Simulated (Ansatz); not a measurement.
Species: sum formula BNH₃, charge 0, multiplicity 2. It need not be the lowest isomer of its formula. SMILES: [BH]N
Coordinates optimised at B3LYP-D3(BJ)/def2-TZVP (Ansatz, a program for electronic structure):
```xyz
5

B     -0.8557    -0.0049    -0.0224
N      0.5158    -0.1008     0.0086
H     -1.4780     1.0104     0.0090
H      1.1355     0.6983     0.0620
H      1.0102    -0.9785    -0.0196
```
Charge 0, spin multiplicity 2.

Computed values are from Ansatz. Cores are frozen in the correlated levels unless marked. Open shells are spin-unrestricted. Spin-orbit coupling is left out. Non-relativistic. Basis-set limits of correlation are two-point, X^-3; Hartree-Fock from the larger set.

What is the atomisation energy De at CCSD(T)/CBS(def2-TZVPPD,def2-QZVPPD)?

388.0 kcal/mol.

What is the dipole moment at CCSD(T)/aug-cc-pVDZ?

2.27 D.

What is the vertical ionisation energy (to the singlet) at CCSD(T)/CBS(def2-TZVPPD,def2-QZVPPD)?

8.04 eV.

What is the total energy at CCSD(T)/CBS(def2-TZVPPD,def2-QZVPPD)?

-81.2506 Eh.

What is the T1 diagnostic at CCSD/def2-QZVPPD?

0.014.
